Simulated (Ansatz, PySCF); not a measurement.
The pair A = CH4 (SMILES C) (first 5 atoms), B = H4OSi (SMILES O[SiH3]); geometry from B3LYP-D3(BJ)/def2-TZVP.
(charge 0, multiplicity 1):
```xyz
11

C      0.192    -0.020     0.486
H     -0.764    -0.219     0.968
H      0.064    -0.053    -0.595
H      0.547     0.971     0.769
H      0.916    -0.782     0.778
O      0.998     0.225     3.799
Si    -0.566     0.089     4.310
H      1.163     0.195     2.853
H     -1.416     1.181     3.772
H     -0.521     0.169     5.784
H     -1.170    -1.202     3.894
```

Rows in 6-31G* carry no dispersion term and start afresh at each structure (6-31G* with six Cartesian d functions).

The values were computed with Ansatz (Gaussian basis) for Hartree–Fock, density functionals and correlated methods; PySCF for 6-31G* rows. 

Total energies (hartree), monomers frozen at their geometry in the pair:

```
structure              PBE/def2-TZVPPD  B3LYP/6-31G*  B3LYP/def2-TZVPPD
---------------------  ---------------  ------------  -----------------
AB                        -407.4232632  -407.6620501       -407.7669789
A in the pair's basis      -40.4643284   -40.5186655        -40.5391538
B in the pair's basis     -366.9577106  -367.1433619       -367.2278859
A                          -40.4642878   -40.5183089        -40.5391158
B                         -366.9576435  -367.1426029       -367.2278181
```

Task: Work out the interaction energy without and with the counterpoise correction, and the superposition error, for each level.

Result: 
E(AB) − E(A) − E(B), times 627.509 kcal/mol, with the monomers in their own basis and then in the pair's basis:
- PBE/def2-TZVPPD: -0.84 uncorrected, -0.77 corrected; the monomers gain 0.07 kcal/mol from borrowed functions
- B3LYP/6-31G*: -0.71 uncorrected, -0.01 corrected; the monomers gain 0.70 kcal/mol from borrowed functions
- B3LYP/def2-TZVPPD: -0.03 uncorrected, 0.04 corrected; the monomers gain 0.07 kcal/mol from borrowed functions

Ansatz is an electronic-structure program.
